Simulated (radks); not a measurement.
Task: All-electron atom: Mo4+ in [Kr] 4d2. All-electron calculation, Dirac Kohn-Sham, PBE, spin-unpolarised, spherical densities, point nucleus; open shells fill j = l - 1/2 first. Program: a radial shooting solver on a logarithmic mesh with Libxc functionals.

Spin-orbit splittings of the eigenvalues, e(l+1/2) - e(l-1/2), with zeta = 2 splitting/(2l+1) and mean radii in bohr:

| shell | occ. | splitting (eV) | zeta (eV) | <r> j=l-1/2 | <r> j=l+1/2 |
|---|---|---|---|---|---|
| 2p | 6 | 106.6 | 71.04 | 0.1308 | 0.1353 |
| 3p | 6 | 17.56 | 11.71 | 0.4232 | 0.4337 |
| 3d | 10 | ? | ? | 0.4129 | 0.4163 |
| 4p | 6 | 2.668 | 1.778 | 1.176 | 1.202 |
| 4d | 2 | 0.3244 | 0.1298 | 1.513 | 1.523 |

Estimate the 3d splitting.

Result: 3.327 eV (zeta = 1.331 eV).
